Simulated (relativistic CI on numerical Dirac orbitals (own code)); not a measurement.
## Fe5+: resonant inelastic scattering at the L2,3 edge

Computed with this model: Dirac-Coulomb-Breit CI, separate exchange-only KLI orbitals for each configuration, a model potential for QED, Kramers-Heisenberg scattering through one core-hole configuration in a parametric crystal field, unscaled Slater integrals; configurations [Ar] 3d3 → [He] 2s2 2p5 3s2 3p6 3d4; 80 K; core-hole width 0.4 eV; summed over polarisations. Incident energies are the highest absorption maxima for each field (at most a few, so the weaker spin-orbit partner edge can be absent), on the computed scale of the free ion. Intensities are in per cent of the strongest line above 0.02 eV; levels within 1 cm⁻¹ are merged; final levels count from the ground level, the first row holds all elastic scattering, lines under 0.4 are left out and each table stops after 24 rows. The scale of the Slater integrals is a model choice and moves the terms in proportion.

Field parameters in Wybourne normalisation: Oh B⁴₀ = 21Dq, B⁴₄ = √(5/14) B⁴₀. The field is a parameter set, without covalency.

S is read from ⟨S²⟩ = S(S + 1).

Oh, 10Dq = 5900 cm⁻¹:

```tsv
Final level (eV)	Degeneracy	Irrep	S	720.2 eV	721.1 eV	722.3 eV
0.000	4	Γ8	1.50	1418.0	295.8	190.0
0.713	2	Γ7	1.50	30.2	30.9	9.2
0.729	4	Γ8	1.50	51.6	100.0	34.1
0.745	4	Γ8	1.50	35.5	84.6	41.0
0.759	2	Γ6	1.50	6.4	22.7	29.6
1.244	2	Γ7	1.50	10.6	36.6	25.8
1.257	4	Γ8	1.50	21.8	52.6	59.9
1.332	4	Γ8	1.50	10.2	24.1	17.2
1.375	2	Γ6	1.50	2.1	12.2	19.7
3.173	4	Γ8	0.50	8.8	9.1	46.2
3.296	4	Γ8	0.51	3.0	8.8	26.8
3.311	2	Γ6	0.51	1.2	8.3	15.9
3.583	2	Γ6	0.55	0.5	5.0	4.2
3.626	2	Γ6	1.47	3.7	33.6	10.6
3.649	4	Γ8	1.47	5.4	37.4	5.1
3.688	2	Γ7	0.57	4.5	7.4	11.2
3.724	4	Γ8	1.45	5.4	6.4	9.0
3.728	2	Γ7	1.46	9.0	6.8	9.5
3.744	4	Γ8	0.60	7.3	16.7	70.6
4.243	2	Γ6	0.51	3.2	3.8	7.3
4.274	4	Γ8	0.51	4.4	5.6	16.0
4.333	2	Γ7	0.50	1.8	3.1	3.3
4.354	4	Γ8	0.52	1.8	2.5	4.6
4.645	4	Γ8	0.50	2.4	2.6	12.2
```

Oh, 10Dq = 13250 cm⁻¹:

| Final level (eV) | Degeneracy | Irrep | S | 720.6 eV | 721.1 eV | 721.9 eV |
| --- | --- | --- | --- | --- | --- | --- |
| 0.000 | 4 | Γ8 | 1.50 | 1762.7 | 1027.8 | 823.2 |
| 1.619 | 2 | Γ7 | 1.50 | 44.7 | 53.5 | 36.6 |
| 1.634 | 4 | Γ8 | 1.50 | 67.3 | 24.9 | 81.7 |
| 1.655 | 4 | Γ8 | 1.50 | 15.9 | 27.8 | 80.5 |
| 1.664 | 2 | Γ6 | 1.50 | 2.0 | 4.9 | 16.6 |
| 2.702 | 2 | Γ7 | 1.50 | 8.9 | 6.7 | 80.7 |
| 2.708 | 4 | Γ8 | 1.50 | 31.2 | 17.8 | 71.9 |
| 2.771 | 4 | Γ8 | 1.49 | 21.4 | 25.8 | 70.3 |
| 2.812 | 2 | Γ6 | 1.50 | 19.4 | 9.1 | 44.0 |
| 3.291 | 4 | Γ8 | 0.51 | 29.5 | 37.0 | 26.4 |
| 3.459 | 4 | Γ8 | 0.52 | 16.9 | 19.5 | 54.1 |
| 3.490 | 2 | Γ6 | 0.51 | 1.7 | 11.9 | 11.8 |
| 4.441 | 4 | Γ8 | 0.50 | 13.1 | 29.0 | 100.0 |
| 4.451 | 2 | Γ7 | 0.50 | 8.3 | 2.9 | 12.2 |
| 4.476 | 2 | Γ6 | 0.51 | 0.8 | 5.1 | 12.5 |
| 4.900 | 2 | Γ6 | 1.46 | 4.8 | 11.3 | 42.5 |
| 4.909 | 4 | Γ8 | 1.43 | 10.0 | 15.7 | 91.5 |
| 4.972 | 2 | Γ7 | 1.17 | 9.1 | 3.5 | 10.8 |
| 4.975 | 4 | Γ8 | 1.22 | 9.7 | 8.9 | 18.6 |
| 5.002 | 4 | Γ8 | 0.93 | 6.5 | 8.5 | 18.0 |
| 5.014 | 2 | Γ7 | 0.98 | 9.0 | 9.0 | 11.8 |
| 5.126 | 2 | Γ6 | 0.57 | 4.5 | 8.2 | 14.2 |
| 5.223 | 4 | Γ8 | 0.60 | 3.4 | 9.6 | 13.0 |
| 5.566 | 4 | Γ8 | 0.51 | 6.6 | 5.0 | 12.3 |

For the first field the strongest loss at the lowest incident energy is the level at 0.73 eV (S = 1.50, against 1.50 in the thermal ground state). Levels of other spin, the first over 8 % at 3.17 eV, appear because spin-orbit coupling of the core hole, and in heavier ions of the valence shell too, mixes spins.
